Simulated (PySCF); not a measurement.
Species: B2H7NOSi.
SMILES with atom numbers: `[BH2:1][O:2][BH:3][NH:4][SiH3:5]` (hydrogens: H6, H7 on B1; H8 on B3; H9 on N4; H10, H11, H12 on Si5)

Geometry (PBE0-D3(BJ)/def2-SVP, Å), atoms numbered from 1 in this order:
```xyz
12
B2H7NOSi angstrom
B      2.8004    0.3097   -0.4365
O      1.5318   -0.0979   -0.5308
B      0.3364   -0.3730    0.0723
N     -0.7101    0.5702    0.0376
Si    -2.3281    0.3693    0.6842
H      3.4916    0.2658   -1.4299
H      3.2278    0.7244    0.6221
H      0.1782   -1.4515    0.5947
H     -0.4961    1.4492   -0.4282
H     -2.3967   -0.9830    1.3007
H     -3.3511    0.4952   -0.3978
H     -2.6218    1.4163    1.7095
```

The calculation used core-valence-separated Tamm–Dancoff BHandHLYP/aug-pcX-1 (pcseg-1 on H, def2-SVPD on Si) in PySCF, non-relativistic, gas phase, PBE0-D3(BJ)/def2-SVP geometry. No shift to experiment was applied.

The lowest roots of each edge with f over 0.003 (five at most, numbered afresh; weaker and dark ones are left out), with transition dipoles (au) in the frame of the coordinates:

```tsv
root	edge	E (eV)	f	μx	μy	μz
1	N	399.06	0.0257	-0.0152	-0.0246	-0.0424
2	N	399.29	0.0130	-0.0118	0.0294	-0.0180
3	N	400.28	0.0210	0.0341	0.0238	-0.0203
4	N	400.86	0.0091	0.0233	0.0088	-0.0175
5	O	531.27	0.0240	-0.0127	0.0392	-0.0120
6	O	532.91	0.0157	0.0045	0.0139	0.0315
7	B	187.13	0.0854	0.0396	-0.1263	0.0332
8	B	188.56	0.0874	-0.0412	-0.0522	-0.1204
9	B	191.26	0.0048	0.0053	-0.0266	0.0172
10	B	191.63	0.0062	0.0283	0.0176	0.0143
11	B	191.94	0.0142	0.0223	0.0019	-0.0501
```

Q: Molecules are fixed in this frame and the field points along x. What effective strengths 3 f cos²θ do the roots have (θ between field and μ)?

A: root 1 (N4): 0.007, root 2 (N4): 0.004, root 3 (N4): 0.034, root 4 (N4): 0.016, root 5 (O2): 0.006, root 6 (O2): 0.001, root 7 (B1): 0.022, root 8 (B3): 0.024, root 9 (B3): 0.000, root 10 (B1): 0.011, root 11 (B1): 0.007. Root 3 is the strongest. Averaged over all orientations cos²θ is 1/3, which gives f back.

One conformer stands for the species.
